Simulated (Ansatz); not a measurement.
Two isomers of C2H6O2Si: A = `O=CC[SiH2]O`, B = `C[SiH2]C(=O)O`.

Isolated molecules relaxed with PBE0-D4/def2-TZVP in Ansatz; ΔE leaves out vibrations. CBS: MP2 limit from def2 TZ/QZ plus the TZ coupled-cluster correction, frozen cores. DFT in def2-TZVPP. B3LYP here is the variant with VWN-RPA as its local correlation; programs differ in this. Each species was taken in one conformer, which may not be the lowest.

A:

```xyz
11

O    -1.978   -0.588   -0.228
C    -1.002   -1.096    0.273
C     0.097   -0.319    0.897
Si    0.955    0.668   -0.481
O    -0.191    1.572   -1.221
H    -0.872   -2.197    0.234
H    -0.321    0.440    1.566
H     0.800   -0.953    1.441
H     1.613   -0.287   -1.412
H     1.978    1.565    0.106
H    -1.079    1.196   -1.175
```

B:

```xyz
11

C     0.086    1.436   -1.005
Si    0.320    0.465    0.563
C    -0.308   -1.326    0.239
O    -0.770   -1.699   -0.808
O    -0.187   -2.144    1.301
H    -0.968    1.448   -1.290
H     0.649    0.980   -1.821
H     0.425    2.467   -0.881
H     1.746    0.371    0.970
H    -0.466    1.014    1.698
H    -0.529   -3.012    1.034
```

(1) Which is lower in electronic energy at CCSD(T)/CBS, and by how much? (An estimate is asked.)

(2) Give E(B) − E(A) in kcal/mol with CCSD(T)/def2-TZVPP, MP2/def2-TZVPP, B3LYP-D4, CCSD/def2-TZVPP, PBE-D4, r2SCAN-D4, PBE0-D4. (Best estimate.)

Largest T1 diagnostic: 0.015.

Answers

(1) Computed: A, by 15.5 kcal/mol.

(2) Ansatz gave: CCSD(T)/def2-TZVPP 14.9, MP2/def2-TZVPP 16.1, B3LYP-D4 13.6, CCSD/def2-TZVPP 15.6, PBE-D4 10.4, r2SCAN-D4 12.8, PBE0-D4 12.4. None reverses the order clearly.

From PBE to PBE0 (25 % exact exchange), in def2-TZVPP and without D4, E(B) − E(A) moves by +2.1 kcal/mol.
